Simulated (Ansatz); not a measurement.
Total energies of Ge₂H₃ (the lowest doublet isomer of a short search) from Ansatz at PBE-D4/def2-TZVP, gas phase (1 Eh = 27.2114 eV = 2625.5 kJ/mol). The reference geometry is relaxed at r2SCAN-D4/def2-TZVP.

```xyz
5

Ge    0.334    0.493    0.254
Ge   -1.392   -0.419   -1.145
H     0.607    2.007    0.400
H    -0.917   -1.864   -0.669
H     1.368   -0.217    1.160
```

```tsv
state	geometry	energy (Eh)
charge 0 doublet	reference	-4155.11933
charge 1 singlet	reference	-4154.81432
charge 1 singlet	relaxed at r2SCAN-D4/def2-TZVP	-4154.85071
charge 0 quartet	relaxed at r2SCAN-D4/def2-TZVP	-4155.06746
free Ge atom (triplet)	–	-2076.60177
free H atom (doublet)	–	-0.49962
```

Task: Work out the vertical ionisation energy to the singlet.

Result: E(charge 1 singlet) − E(charge 0 doublet) = -4154.81432 − (-4155.11933) = 0.30501 Eh = 8.30 eV. For comparison, −ε of the highest occupied level of the spin that leaves is 5.45 eV at this level, 2.85 eV less.

Task: How much does the charge 1 singlet relax, and what is the adiabatic ionisation energy?

Result: Relaxation: -4154.81432 − (-4154.85071) = 0.03639 Eh = 0.99 eV. Adiabatic ionisation energy: 0.26862 Eh = 7.31 eV, without zero-point energy. Bonds change on the way (0 lost, 1 formed), so the relaxed form is another species. 

Task: Which of the charge 0 states is lowest, and how far above it are the others?

Result: The doublet. quartet: -4155.06746 − (-4155.11933) = 0.05187 Eh = 136.2 kJ/mol.

Task: What is the binding energy per atom against free atoms?

Result: Atoms: 2 × (-2076.60177) + 3 × (-0.49962) = -4154.70240 Eh. Binding: -4154.70240 − (-4155.11933) = 0.41693 Eh = 11.35 eV, or 2.27 eV for each of 5 atoms (no zero-point energy, no counterpoise term).

The restricted singlet is unstable towards broken spin symmetry in Hartree–Fock (as tested in another run); at PBE-D4/def2-TZVP this wasn't settled. 

The structure comes from a short search, and lower isomers may exist.
